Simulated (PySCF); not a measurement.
Cu(AsH3)H (singlet state).
Geometry (PBE0-D3(BJ)/def2-SVP, Å), atoms numbered from 1 in this order:
```
atom  x, y, z in Å
Cu1    0.000    0.009   -1.680
As2   -0.004   -0.008    0.647
H3     0.819   -1.025    1.408
H4    -1.290   -0.212    1.416
H5     0.468    1.208    1.412
H6     0.007    0.028   -3.202
```

Method: TDDFT B3LYP/def2-SVPD, vertical, gas phase, core orbitals frozen in the response (PySCF). Relativistic effects, spin–orbit coupling among them, are left out although an element past zinc is present.

Ground-to-excited transition dipoles (e·a0, same axes as the geometry; the sign carries no meaning), for the states with f of 0.002 or more among the lowest 14:

```csv
state,E (eV),μx,μy,μz
S1,3.986,-0.621,0.165,-0.003
S2,3.991,0.164,0.620,0.013
S3,4.449,0.001,0.004,-0.490
S6,4.905,-0.029,-0.167,-0.002
S7,4.905,-0.168,0.030,0.000
S13,5.511,0.133,-0.033,-0.013
S14,5.515,-0.033,-0.135,0.027
```

(1) What oscillator strength does each state have?

(2) How is the summed strength of these states shared among x, y and z?

(3) What peak molar absorption coefficient would the strongest computed level give as a lone Gaussian band 0.5 eV wide at half height?

Results:

(1) f = (2/3) ΔE |μ|² with ΔE in hartree (27.2114 eV).

| state | \|μ\|² (au) | \|μ\| (D) | f |
| --- | --- | --- | --- |
| S1 | 0.413 | 1.63 | 0.040 |
| S2 | 0.411 | 1.63 | 0.040 |
| S3 | 0.240 | 1.24 | 0.026 |
| S6 | 0.029 | 0.43 | 0.003 |
| S7 | 0.029 | 0.43 | 0.004 |
| S13 | 0.019 | 0.35 | 0.003 |
| S14 | 0.020 | 0.36 | 0.003 |

(2) (2/3) Σ ΔE μα² gives 0.046 for x, 0.046 for y and 0.026 for z, 0.119 in all.

(3) ε(max) = 2.175×10⁸ f / FWHM, with the width in cm⁻¹. S1/S2 (f summed): 2.175×10⁸ × 0.0805 / 4033 ≈ 4300 L mol⁻¹ cm⁻¹.

S1/S2, S6/S7 and S13/S14 coincide within about 0.01 eV; within a degenerate level the directions of the single components are arbitrary.
